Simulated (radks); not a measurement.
Results of a calculation; reference values are marked as such.
Q: Neutral potassium, [Ar] 4s1. Code: a radial shooting solver on a logarithmic mesh with Libxc functionals. Model: non-relativistic Kohn-Sham, PBE, spin-polarised, spherical densities, point nucleus. Every spin shell is full or empty, so the densities are truly spherical. Functionals are evaluated on that one density, not self-consistently. Rank these orbital-free kinetic functionals by their error against the exact value of the orbitals, and give that value: Thomas-Fermi, TF + vW, TF + vW/9, LC94, revAPBEK, Perdew 92, LKT, PG1, Ernzerhof.

A: Exact: 599.071 hartree. From best to worst, with 100 (|E| - |E exact|)/|E exact| (equal figures are ties): Ernzerhof -0.05, LC94 +0.13, revAPBEK +0.57, Perdew 92 -0.58, TF + vW/9 -0.60, Thomas-Fermi -6.99, PG1 +22.94, LKT +28.51, TF + vW +50.53.
